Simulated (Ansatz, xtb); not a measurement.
Two isomers of C4H9ClSi

We compare X, `[SiH3][C@@H]1CC[C@H]1Cl`, a singlet, with Y, `[SiH3][C@@H]1CC[C@@H]1Cl`, a singlet. Both are isolated molecules in the gas phase, relaxed with PBE-D3(BJ)/def2-SVP.

Quicker runs give these differences E(Y) − E(X): GFN2-xTB −1.12 kcal/mol; HF/STO-3G +1.42 kcal/mol (at GFN2-xTB geometries); r2SCAN-D4/def2-SVP −0.38 kcal/mol (at GFN2-xTB geometries).

Estimate E(Y) − E(X) at the level CCSD(T)/def2-SVP + ΔMP2/def2-TZVPP.

Too close to call at this level: CCSD(T)/def2-SVP + ΔMP2/def2-TZVPP gives E(Y) − E(X) = −0.15 kcal/mol.

How the difference moves with the method:

```
                             level             geometry  E(Y) − E(X) (kcal/mol)  departure from the last row (kcal/mol)  job, with rough time for the two
                          GFN2-xTB             GFN2-xTB                     −1.12                                   −0.97              optimisation, 0.18 s
                         HF/STO-3G             GFN2-xTB                     +1.42                                   +1.58               single point, 0.4 s
                r2SCAN-D4/def2-SVP             GFN2-xTB                     −0.38                                   −0.22               single point, 3.1 s
               PBE-D3(BJ)/def2-SVP  PBE-D3(BJ)/def2-SVP                     −0.87                                   −0.71                optimisation, 24 s
                       HF/def2-SVP  PBE-D3(BJ)/def2-SVP                     +0.09                                   +0.24           part of the CCSD(T) run
                      MP2/def2-SVP  PBE-D3(BJ)/def2-SVP                     −0.40                                   −0.25           part of the CCSD(T) run
                  CCSD(T)/def2-SVP  PBE-D3(BJ)/def2-SVP                     −0.44                                   −0.28                      single point
CCSD(T)/def2-SVP + ΔMP2/def2-TZVPP  PBE-D3(BJ)/def2-SVP                     −0.15                                                        single point, 38 s
```

As drawn, both hold the same kinds of bond in the same numbers.

The largest departure from CCSD(T)/def2-SVP + ΔMP2/def2-TZVPP is that of HF/STO-3G, 1.58 kcal/mol. The last row adds to CCSD(T) the change of the MP2 difference between the two basis sets, here +0.28 kcal/mol.

With thermal terms from frequencies at re-optimised GFN2-xTB minima (ideal gas, soft modes damped towards free rotors, one conformer each, 298.15 K, 1 atm): the zero-point term adds +0.24 kcal/mol; ΔH is −0.09 and ΔG +0.57 kcal/mol.

The correlated steps freeze 14 core orbitals. Codes used: Ansatz 0.2.0, xtb 6.7.1; the last row on 2 threads of Intel(R) Xeon(R) 6975P-C (Granite Rapids) on a shared host.
